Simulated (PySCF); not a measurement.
CH₅F₂NOSi.

```xyz
11

C     -2.3764    -0.0330    -0.0168
N     -1.1270     0.7048     0.0574
Si     0.4168     0.0080     0.0099
O      0.5464    -1.1349    -1.1581
F      1.4577     1.2263    -0.1668
F      0.8797    -0.7610     1.3469
H     -2.8477    -0.1963     0.9699
H     -2.1875    -1.0234    -0.4588
H     -3.1100     0.4784    -0.6635
H     -1.2145     1.6579     0.3980
H      0.2633    -0.8729    -2.0414
```

Coordinates come from a r2SCAN-D4/def2-SVP optimisation. The structure was generated by enumeration, and PubChem lists no compound with its InChIKey, so it may never have been made. Other conformers were not sampled.

Computed with PBE0/pcSseg-1 in PySCF. Non-relativistic, no solvent.

Q: Give the absolute GIAO shielding of each atom: isotropic value and principal components (ppm). (The exact figures need the calculation; the answer reports its results.)

A: 
| atom | σ(iso) | σ11 | σ22 | σ33 | span |
|---|---|---|---|---|---|
| C1 | 155.1 | 130.6 | 148.9 | 185.9 | 55.3 |
| N2 | 240.4 | 209.8 | 231.9 | 279.5 | 69.7 |
| Si3 | 419.6 | 395.1 | 411.3 | 452.3 | 57.2 |
| O4 | 292.8 | 267.2 | 282.9 | 328.1 | 60.9 |
| F5 | 329.6 | 287.7 | 294.1 | 406.8 | 119.1 |
| F6 | 332.0 | 288.5 | 299.6 | 407.8 | 119.4 |
| H7 | 28.5 | 23.1 | 26.3 | 36.1 | 13.0 |
| H8 | 28.7 | 24.0 | 28.2 | 33.9 | 10.0 |
| H9 | 28.7 | 23.6 | 26.4 | 36.1 | 12.5 |
| H10 | 30.7 | 21.6 | 29.2 | 41.4 | 19.8 |
| H11 | 29.7 | 21.9 | 24.2 | 42.9 | 21.0 |
